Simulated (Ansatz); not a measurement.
FRb, charge -1, doublet, geometry from GFN2-xTB (such geometries of metal compounds can be far from the true shape) (a state made from the parent by changing its charge; the spin is typed, not shown lowest) (core potentials on Rb) (a gas-phase anion, which may not be bound at this level). Base run: HF/def2-TZVP (Ansatz, an electronic-structure program).

Input for Ansatz:
Ansatz 0.2 input:
```yaml
crystal:
  periodic: [false, false, false]
  atoms:
    - {symbol: Rb, position_ang: [-0.00000000, -0.00000000, -0.65709383]}
    - {symbol: F, position_ang: [0.00000000, 0.00000000, 2.70138576]}
basis:
  gaussian:
    orbitals: def2-TZVP
hamiltonian:
  xc: hf
total_charge: -1
magnetization: {spin_polarized: true, initial_magnetization: 1}
```

The bond that is stretched is that between atoms 1 and 2. A test that says stable can miss a lower solution.

Each row names what was changed in the base input (with any setting that the change needs).

```tsv
change	ΔE vs base (mEh)	<S^2>	stability test says
base	0.000	0.750	minimum
spin_polarized = on; lower_state_search = off	0.000	0.750	undecided (no full test)
spin_polarized = on; lower_state_search = standard	0.000	0.750	minimum
bond × 1.25	21.660	0.750	minimum
spin_polarized = on; lower_state_search = off; bond × 1.25	21.660	0.750	undecided (no full test)
spin_polarized = on; lower_state_search = standard; bond × 1.25	21.660	0.750	minimum
bond × 1.5	34.546	0.750	minimum
spin_polarized = on; lower_state_search = off; bond × 1.5	34.546	0.750	undecided (no full test)
spin_polarized = on; lower_state_search = standard; bond × 1.5	34.546	0.750	minimum
bond × 1.8	43.106	0.750	minimum
spin_polarized = on; lower_state_search = off; bond × 1.8	43.106	0.750	undecided (no full test)
spin_polarized = on; lower_state_search = standard; bond × 1.8	43.106	0.750	minimum
bond × 2.2	48.426	0.750	minimum
spin_polarized = on; lower_state_search = off; bond × 2.2	48.426	0.750	undecided (no full test)
spin_polarized = on; lower_state_search = standard; bond × 2.2	48.426	0.750	minimum
bond × 3.0	52.450	0.750	minimum
spin_polarized = on; lower_state_search = off; bond × 3.0	52.450	0.750	undecided (no full test)
spin_polarized = on; lower_state_search = standard; bond × 3.0	52.450	0.750	minimum
```

A gas-phase anion may not be bound at this level; its values then depend on the basis.

On stretching, the SCF can end on different states; <S^2> shows the spin contamination of each.
